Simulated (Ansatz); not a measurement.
Basis sets compared for SbH2(SiMe3) (C3H11SbSi). The state is a singlet with charge 0. Geometry B3LYP-D4/def2-SVP. Ansatz on 4 threads of Intel Xeon on a shared host; times are rough, and most runs start from earlier orbitals.

```xyz
16

Sb   -2.239    0.945    1.082
H    -1.334    2.251    1.756
H    -2.533    1.843   -0.362
Si   -0.071   -0.096    0.058
C     0.971   -0.781    1.479
C    -0.596   -1.506   -1.088
C     0.925    1.183   -0.912
H     1.876   -1.279    1.089
H     0.408   -1.521    2.071
H     1.295    0.022    2.160
H    -1.186   -2.263   -0.546
H    -1.210   -1.134   -1.925
H     0.289   -2.008   -1.515
H     0.335    1.597   -1.745
H     1.233    2.021   -0.267
H     1.837    0.724   -1.334
```

In the def2 sets Sb takes a core potential; there is no spin–orbit coupling.

Binding counts from free atoms (Sb quartet, H doublet, Si triplet, C triplet) in the same basis, without a counterpoise term.

```csv
level,functions,energy (Eh),HOMO (eV),LUMO (eV),binding per atom (eV),wall time
PBE-D4/def2-SVP,141,-650.2029,-5.59,-0.62,3.64,3.2 s
PBE0-D4/def2-SVP,141,-650.2766,-6.59,0.13,3.61,4.5 s
```

Q: Estimate the rows for PBE-D4/def2-TZVP, PBE0-D4/def2-TZVP.

A: 
```csv
level,functions,energy (Eh),HOMO (eV),LUMO (eV),binding per atom (eV),wall time
PBE-D4/def2-TZVP,246,-650.4493,-5.68,-0.82,3.63,6 s
PBE0-D4/def2-TZVP,246,-650.5161,-6.64,-0.06,3.60,8.5 s
```
